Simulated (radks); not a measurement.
The numbers below are computed, except where a source is named.
Problem. All-electron atom: S3+ in [Ne] 3s2 3p1 (the NIST ground configuration). Code: a radial shooting solver on a logarithmic mesh with Libxc functionals. Model: non-relativistic Kohn-Sham, PBEsol, spin-polarised, spherical densities, point nucleus; open shells are filled with parallel spins first. Some entries of the table are withheld. Estimate them.

| orbital | occ. | eigenvalue (eV) | <r> (bohr) | r(max) (bohr) |
|---|---|---|---|---|
| 1s up | 1 | -2436.602 | 0.09740 | 0.06379 |
| 1s down | 1 | -2436.399 | 0.09739 | 0.06378 |
| 2s up | 1 | (1) | (2) | 0.3901 |
| 2s down | 1 | (3) | (4) | 0.3902 |
| 2p up | 3 | -198.1688 | 0.4418 | 0.3258 |
| 2p down | 3 | -197.8843 | 0.4416 | 0.3260 |
| 3s up | 1 | -52.7437 | 1.523 | 1.345 |
| 3s down | 1 | -51.0596 | 1.526 | 1.342 |
| 3p up | 1 | -40.9457 | 1.657 | 1.443 |
| 3p down | 0 | -39.3083 | 1.668 | 1.442 |

Solution. 
(1) 2s up eigenvalue (eV): -251.6364
(2) 2s up <r> (bohr): 0.4806
(3) 2s down eigenvalue (eV): -251.4271
(4) 2s down <r> (bohr): 0.4804
